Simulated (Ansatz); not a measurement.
`[SiH3]O[CH](S)[InH2]` and `[SiH3]OC([SiH3])S` differ in one atom or group.

Ansatz, PBE0-D4/def2-TZVP geometries, multiplicity 1. Each molecule was computed in one conformer, which needn't be the lowest.

Elements past krypton have def2 core potentials.

| property | `[SiH3]O[CH](S)[InH2]` |
| --- | --- |
| LUMO energy (ωB97M-V/def2-TZVPP) / eV | -0.07 |
| size of the dipole moment (B3LYP/def2-TZVPP) / D | 0.38 |
| HOMO energy (PBE/def2-TZVPP) / eV | -5.65 |
| HOMO–LUMO gap (ωB97M-V/def2-TZVPP) / eV | 8.76 |
| LUMO energy (B3LYP/def2-TZVPP) / eV | -1.77 |
| HOMO energy (ωB97M-V/def2-TZVPP) / eV | -8.84 |

Task: What does the change do to each property? (Estimate.)

Result: Computed: 
```csv
property,`[SiH3]OC([SiH3])S`,shift
LUMO energy (ωB97M-V/def2-TZVPP) / eV,1.51,1.58
size of the dipole moment (B3LYP/def2-TZVPP) / D,0.29,-0.09
HOMO energy (PBE/def2-TZVPP) / eV,-6.15,-0.50
HOMO–LUMO gap (ωB97M-V/def2-TZVPP) / eV,11.08,2.32
LUMO energy (B3LYP/def2-TZVPP) / eV,-0.43,1.34
HOMO energy (ωB97M-V/def2-TZVPP) / eV,-9.57,-0.73
```

With PBE0 the HOMO falls by 0.65 eV and the LUMO rises by 1.28 eV, so the gap widens by about 1.93 eV. PBE moves the HOMO by -0.50 eV and ωB97M-V by -0.73 eV. Dipoles are sizes alone; their direction can turn.

B3LYP here is the variant with VWN-RPA as its local correlation; programs differ in this.
